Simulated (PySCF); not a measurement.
Calculation: PBE-D3(BJ)/def2-TZVP // B3LYP-D3(BJ)/def2-TZVP (PySCF). Gas-phase values, no solvent. 

Reference species (SMILES): `[Cl][GeH][Cl]` (neutral, multiplicity 2).

```
Item           Result
-------------  ------
dipole moment  1.69 D
```

Changed species: `[Cl][GeH2]` (radical fragment; the reference has radical fragment).

Problem. Give the shifts of the dipole moment.

Solution. the dipole moment is nearly the same.
